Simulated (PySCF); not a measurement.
Electronic absorption of C3H11GeNO

Species: C3H11GeNO.
Atom-mapped SMILES: `[CH3:1][CH2:2][CH2:3][O:4][GeH2:5][NH2:6]` (hydrogens: H7, H8, H9 on C1; H10, H11 on C2; H12, H13 on C3; H14, H15 on Ge5; H16, H17 on N6)

Geometry (PBE0-D3(BJ)/def2-SVP, Å), atoms numbered from 1 in this order:
```xyz
17
C3H11GeNO angstrom
C     -2.962    0.106   -0.140
C     -1.614   -0.592   -0.096
C     -0.446    0.372   -0.030
O      0.757   -0.346    0.011
Ge     2.323    0.520    0.041
N      3.681   -0.685    0.056
H     -3.789   -0.618   -0.191
H     -3.124    0.728    0.756
H     -3.047    0.766   -1.018
H     -1.551   -1.264    0.777
H     -1.478   -1.232   -0.985
H     -0.482    1.049   -0.912
H     -0.558    1.023    0.864
H      2.426    1.371   -1.239
H      2.389    1.360    1.331
H      3.732   -1.275   -0.770
H      3.713   -1.277    0.882
```

Level of theory: TDDFT B3LYP/def2-SVPD, vertical, gas phase, core orbitals frozen in the response (PySCF 2.14.0, density-fitted response routines). Relativistic effects, spin–orbit coupling among them, are left out although an element past zinc is present.

Problem. What does the calculation give for the low-lying excited states?

Solution. 

| state | E (eV) | ν̃ (cm⁻¹) | f | main configurations (H = HOMO, L = LUMO) |
| --- | --- | --- | --- | --- |
| S1 | 6.48 | 52280 | 0.042 | H-1→L (93%) |
| S2 | 6.53 | 52690 | 0.0019 | H→L (94%) |
| S3 | 6.80 | 54820 | 0.0009 | H→L+1 (49%), H→L+2 (48%) |
| S4 | 6.99 | 56410 | 0.035 | H→L+2 (49%), H→L+1 (48%) |
| S5 | 7.12 | 57430 | 0.0045 | H-1→L+1 (84%), H-1→L+3 (12%) |
| S6 | 7.33 | 59080 | 0.033 | H-1→L+2 (74%), H-2→L (20%) |

The lowest singlet comes at 191 nm (625 kJ/mol) in the vacuum ultraviolet; it is of moderate strength; its leading configuration is HOMO-1→LUMO (93%). The lowest level is also the most intense of those listed (f = 0.042). Löwdin shares by element: HOMO oxygen 58%, carbon 14% or more, germanium 7%, hydrogen 6% or more (atoms not listed hold the other 15%); LUMO germanium 36%, hydrogen 25% or more, nitrogen 13% (atoms not listed hold the other 26%). Of the 6 states listed, 3 reach f = 0.01 and none stays under 0.0005. Orbital energies (eV): HOMO-3 -9.04, HOMO-2 -8.19, HOMO-1 -7.51, HOMO -7.38, LUMO 0.08, LUMO+1 0.46, LUMO+2 0.61. The listed states span 0.84 eV, and the widest gap between neighbours is 0.26 eV (S2 to S3). The window holds the lowest 6 singlets.

One conformer stands for the species.
